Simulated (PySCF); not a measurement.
## Computed structure and properties of [YbH4]−

System: [YbH4]− (singlet in the valence; each metal's 4f electrons, 13 of them, lie in its core potential, out of spins and levels); start: template (Td). Method: PySCF 2.14.0, RKS PBE0, Yb lcecp-1-SVP with ECP59, H def2-SVP; non-relativistic Hamiltonian with scalar-relativistic core potentials where named; density fitting; no spin-orbit coupling.

Input of the relaxation:

```python
mol = gto.M(atom='''
Yb     0.00000    -0.00000    -0.00000
H      1.23410     1.23410     1.23410
H     -1.23410    -1.23410     1.23410
H      1.23410    -1.23410    -1.23410
H     -1.23410     1.23410    -1.23410''',
    basis={'Yb': 'lcecp-1-SVP', 'H': 'def2-SVP'},
    ecp={'Yb': 'lcecp-1-SVP'},
    charge=-1, spin=0)
mf = dft.RKS(mol, xc='PBE0')
mf.grids.atom_grid = (50, 194)  # f atoms: unpruned, at least (60, 302)
mf = mf.density_fit()  # fitting sets: Yb AutoAux, H def2-universal-JKFIT
mf.conv_tol = 1e-08; mf.max_cycle = 55
mf.kernel(dm0)  # dm0: converged density of the start geometry
# quasi-Newton relaxation in Cartesian coordinates to a largest gradient under 0.00045 Eh/bohr, steps kept in the point group
```

Run from Python with OMP_NUM_THREADS=2; the lines above give its settings. Where DIIS fails, smearing, a level shift and second-order steps follow.
It took 3.9 s on 2 threads of Intel(R) Xeon(R) Platinum 8488C (Sapphire Rapids), with other jobs on the host, from the converged density of the start.

Course of the relaxation:

```csv
step,energy above end (eV),largest force component within the symmetry (eV/Å)
0,0.1132,0.336
1,0.0492,0.229
2,0.0004,0.021
3,0.0000,0.002
```

Relaxed geometry (Td):

```xyz
5

Yb    0.0000    0.0000    0.0000
H     1.1808    1.1808    1.1808
H    -1.1808   -1.1808    1.1808
H     1.1808   -1.1808   -1.1808
H    -1.1808    1.1808   -1.1808
```

```csv
contact,Å
Yb1–H2 (H),2.045
Yb1–H3 (H),2.045
Yb1–H4 (H),2.045
Yb1–H5 (H),2.045
```

On the finer grid (75, 302):

- HOMO: -2.08 eV
- LUMO: 4.32 eV
- Dipole about the centre of mass: 0.00 D
- Set of Mulliken populations of Yb1 outside the core potential: s 2.79, p 6.80, d 1.19, f 0.01
- D3(BJ) dispersion energy (not in the energies): -0.042 eV

```json
{"atom": "Yb1", "Mulliken (e)": "0.20", "Löwdin (e)": "-0.02", "spin (e)": "0.00"}
{"atom": "H2", "Mulliken (e)": "-0.30", "Löwdin (e)": "-0.24", "spin (e)": "0.00"}
{"atom": "H3", "Mulliken (e)": "-0.30", "Löwdin (e)": "-0.24", "spin (e)": "0.00"}
{"atom": "H4", "Mulliken (e)": "-0.30", "Löwdin (e)": "-0.24", "spin (e)": "0.00"}
{"atom": "H5", "Mulliken (e)": "-0.30", "Löwdin (e)": "-0.24", "spin (e)": "0.00"}
```

The 4f levels lie in the core potential and are missing. Their spin isn't counted.

On the grid (50, 194), as all that follows. Harmonic modes: a minimum; lowest 496 cm⁻¹ (negative: unstable), highest 1392 cm⁻¹, zero-point energy 0.480 eV.

Taking off one H (charge -1, singlet; the rest: singlet) in vacuum, both parts rigid, costs 4.84 eV; the small basis without counterpoise inflates it.

Rigid scan of H along the line from its metal:

distance to H2 (Å), energy (eV) and a bar:
```
     1.75      0.400 ######
     1.85      0.157 ##
     1.95      0.035 #
     2.05      0.000 
     2.15      0.028 
     2.25      0.101 ##
     2.45      0.329 #####
     2.75      0.757 ############
     3.15      1.335 ####################
     3.65      1.959 ##############################
```

One start shape was tried, so this needn't be the lowest isomer.

An lcecp potential fixes the number of 4f electrons, so in runs with it no electron can move into or out of that shell.
